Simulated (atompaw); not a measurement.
## Pseudopotential generation for He (Z = 2): PAW (atompaw), PBE, scalar-relativistic.

```json
{"Element": "He", "Generator": "atompaw 4.2.0.5", "Type": "PAW", "Functional": "PBE", "Relativity": "scalar-relativistic", "Frozen core": "none", "Valence charge": "2", "Reference configuration": "1s1 (charge +1)", "Partial waves": "1s (bound): rc 0.45 bohr; 1s channel at -1.7 Ry: rc 0.45 bohr; 2p channel at -0.05 Ry: rc 0.45 bohr; 2p channel at 2.1 Ry: rc 0.45 bohr", "Local potential": "ultrasoft scheme with l = 2 at 0 Ry, radius 0.35 bohr", "Core correction": "none", "Augmentation charge": "besselshape compensation charge, radius 0.40 bohr; PAW radius 0.45 bohr; waves and projectors: custom polynom vanderbiltortho"}
```

* Cutoffs needed: 120 Ry and 200 Ry (the cutoffs (Ry, on a coarse ladder) from which the occupation-weighted sum of valence levels, in a spherical-Bessel basis at the reference potential, stays within 10 and 1 mRy of its value at 400 Ry)
* Ghost test: no extra level below or beside the all-electron valence levels (s, p, d, f tested) (spherical-Bessel basis up to 400 Ry, 20 bohr box)
* Lowest eigenvalue of the overlap operator: 0.99 (s channel)
* Overlap eigenvalues printed by atompaw (projector basis): 3.19, 18.6, 6.95e+05, 8.29e+05
* Share of each valence orbital outside the PAW sphere: 1s 75 %
